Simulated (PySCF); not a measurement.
Zn(SH) (HSZn), SMILES [Zn+][SH], charge +1.

The structure is a stationary point at B3LYP-D3(BJ)/def2-TZVP. The multiplicity is an assumed one; other spin states were not compared. The isomer is the one that the SMILES or the coordinates give; other isomers of the formula were not compared.

Calculation: PBE/def2-TZVPD in PySCF.

Gas-phase values at a fixed geometry.

```
Quantity                                                           Value
------------------------------------------------  ----------------------
total energy                                         -2177.46202 hartree
point group                                                           Cs
highest occupied level                                         -12.20 eV
lowest empty level                                             -11.15 eV
orbital gap                                                      1.05 eV
dipole moment about the centre of nuclear charge                  3.12 D
mean static polarisability                          41.2 bohr³ (6.10 Å³)
polarisability, principal values                  31.0, 32.3, 60.2 bohr³
```
